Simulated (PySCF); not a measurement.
Spectrum to structure. Method used: TDDFT CAM-B3LYP/def2-SVPD, vertical, gas phase, core orbitals frozen in the response in PySCF 2.14.0, density-fitted response routines. Geometries: GFN2-xTB, one conformer each.

| state | λ (nm) | f |
| --- | --- | --- |
| S1 | 179.0 | 0.0006 |
| S2 | 163.1 | 0.0091 |
| S3 | 159.7 | 0.0014 |
| S4 | 154.3 | 0.033 |
| S5 | 153.8 | 0.011 |
| S6 | 153.3 | 0.037 |
| S7 | 152.6 | 0.116 |
| S8 | 151.0 | 0.110 |

Triplets computed (Tamm–Dancoff): 6.65, 7.23, 7.50 eV.

Orbital energies (eV): HOMO-3 -10.70, HOMO-2 -10.04, HOMO-1 -9.93, HOMO -9.38, LUMO 0.82, LUMO+1 1.27, LUMO+2 1.31.

**Question.** Which candidate is it?
A. `O([SiH2]C)[Si@H](OC)C`
B. `OCC([SiH3])([SiH3])[SiH3]`
C. `C[SiH2][SiH2]/C([SiH3])=C\F`
D. `COC1=COC=C1`

**Answer.** B. Its S1 lies at 6.93 eV; the nearest of the others has S1 at 6.30 eV. S1 is HOMO→LUMO (58%), HOMO-2→LUMO (28%). Löwdin shares by element: HOMO carbon 38%, oxygen 14%, silicon 11% or more (atoms not listed hold the other 37%); LUMO oxygen 30%, hydrogen 14% or more, carbon 11% or more, silicon 8% or more (atoms not listed hold the other 38%). At the same level the other candidates give, for their lowest levels:
- `C[SiH2][SiH2]/C([SiH3])=C\F`: 197 nm (f 0.105); 186 nm (f 0.053); 185 nm (f 0.016); 173 nm (f 0.088); 170 nm (f 0.009); T1 4.19 eV; HOMO -8.95, LUMO 0.30 eV
- `COc1ccoc1`: 205 nm (f 0.111); 199 nm (f 0.011); 186 nm (f 0.007); 180 nm (f 0.056); 180 nm (f 0.017); T1 4.04 eV; HOMO -7.65, LUMO 1.35 eV
- `CO[Si@H](C)O[SiH2]C`: 161 nm (f 0.008); 158 nm (f 0.004); 156 nm (f 0.007); 152 nm (f 0.064); 151 nm (f 0.056); T1 7.41 eV; HOMO -9.43, LUMO 1.12 eV

The values belong to the conformer `[OH:1][CH2:2][C:3]([SiH3:4])([SiH3:5])[SiH3:6]`: O1–C2–C3–Si4 -56°, H–O1–C2–C3 179°.
